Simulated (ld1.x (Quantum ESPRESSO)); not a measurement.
Which change was made? (P, ultrasoft)

P, ultrasoft, made with ld1.x (Quantum ESPRESSO) 7.5 (LDA (PZ), scalar-relativistic). Core [Ne], reference 3s2 3p3. Waves: 3s (bound): rcut 1.40, rcutus 1.55 bohr; 3s channel at 1.7 Ry: rcut 1.40, rcutus 1.55 bohr; 3p (bound): rcut 1.20, rcutus 1.65 bohr; 3p channel at 2.8 Ry: rcut 1.20, rcutus 1.65 bohr. Local part: all-electron potential smoothed inside 1.20 bohr (lloc = -1). Core correction: none. Augmentation charge: PSQ, radius 1.35 bohr.

Cutoffs, loose and tight: the cutoffs (Ry, on a coarse ladder) from which the occupation-weighted sum of valence levels, in a spherical-Bessel basis at the reference potential, stays within 10 and 1 mRy of its value at 400 Ry. They do not see the model core or the augmentation charge, which bear on the density cutoff. Test errors are all-electron minus pseudo excitation energies from the reference, over the configurations 3s2 3p2; 3s2 3p1; 3s2 3p0; 3s2 3p2.5; 3s1 3p4; 3s1 3p3; 3s2 3p3.3 (two spin-polarised tests are not counted in the largest error); variants that change the core or the reference have their own tests.

The base gives: outcome: generated; cutoff, loose: 15 Ry; cutoff, tight: 25 Ry; bound ghosts: none; largest test error (meV): +90.

Q: After one change the result is: outcome: failed: compute_q_3bess: problem with the q_i coefficients. Which change was it?
A. waves 3p (bound): rcut 1.20, rcutus 1.34 bohr; 3p channel at 2.8 Ry: rcut 1.20, rcutus 1.34 bohr
B. type TM semilocal; waves now 3s (bound): rc 1.55 bohr; 3p (bound): rc 1.65 bohr; local potential the p channel
C. waves 3s (bound): rcut 1.00, rcutus 1.06 bohr; 3s channel at 1.7 Ry: rcut 1.00, rcutus 1.06 bohr

A: C. The others give: type TM semilocal; waves now 3s (bound): rc 1.55 bohr; 3p (bound): rc 1.65 bohr; local potential the p channel → outcome: generated; cutoff, loose: 21 Ry; cutoff, tight: 50 Ry; bound ghosts: none; largest test error (meV): +140 | waves 3p (bound): rcut 1.20, rcutus 1.34 bohr; 3p channel at 2.8 Ry: rcut 1.20, rcutus 1.34 bohr → outcome: failed: find_q: problem finding q.
